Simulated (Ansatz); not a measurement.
`[Li][O][Si](C)(C)C` + NH₃ → `C[Si](C)(C)N` + `[Li][OH]` at 600 K and 1 bar (ligand exchange at the Si–O bond).

Program: Ansatz. Geometries: PBE0-D4/def2-TZVP. ΔE: electronic, gas phase. CCSD(T)/CBS is the MP2 limit (def2-TZVPP, def2-QZVPP) plus CCSD(T) − MP2 in def2-TZVPP, frozen cores. This one scheme is used for every species. For Li outer-core shells are correlated without core-valence functions, which leaves a few kJ/mol of doubt a bond. One conformer a species, not always the lowest.

| species | CCSD(T)/CBS energy (Eh) | H − E (kJ/mol) | S (J/(mol·K)) |
| --- | --- | --- | --- |
| `[Li][O][Si](C)(C)C` | -491.47794 | 387.6 | 512.9 |
| NH₃ | -56.50880 | 112.4 | 219.5 |
| `C[Si](C)(C)N` | -464.63944 | 441.7 | 504.0 |
| `[Li][OH]` | -83.31445 | 59.4 | 241.6 |

H − E and S are ideal-gas, rigid-rotor, harmonic terms from PBE0-D4/def2-TZVP, for one conformer and one mirror image of each species. 1 Eh = 2625.50 kJ/mol, R = 8.31446 J/(mol·K).

Task: By hand: ΔE, ΔH, ΔS and ΔG.

Result: ΔE = (-464.63944) + (-83.31445) − (-491.47794) − (-56.50880) = 0.03285 Eh = 86.2 kJ/mol. Δ(H − E) = 441.7 + 59.4 − 387.6 − 112.4 = 1.1, so ΔH = 87.3 kJ/mol. ΔS = 504.0 + 241.6 − 512.9 − 219.5 = 13.2 J/(mol·K). ΔG = 87.3 − 600 × (13.2)/1000 = 79.4 kJ/mol.

Task: By hand: the equilibrium constant, and the temperature at which ΔG would vanish if ΔH and ΔS stayed fixed.

Result: log₁₀ K = −ΔG/(RT ln 10) = -6.9. ΔG = 0 at ΔH/ΔS = 6614 K, far beyond where these terms or the molecules hold.

The number of gas molecules stays the same, so ΔS is small and ΔH decides. A doubt of 5 kJ/mol in ΔE shifts log₁₀ K by 0.4 here. Other conformers and mirror images would add mixing entropy, several J/(mol·K) or more a flexible species. These are equilibria of isolated gas molecules and say nothing of rates. Largest T1 diagnostic: 0.013 (customary marks: 0.02 for closed shells, 0.045 for open ones).
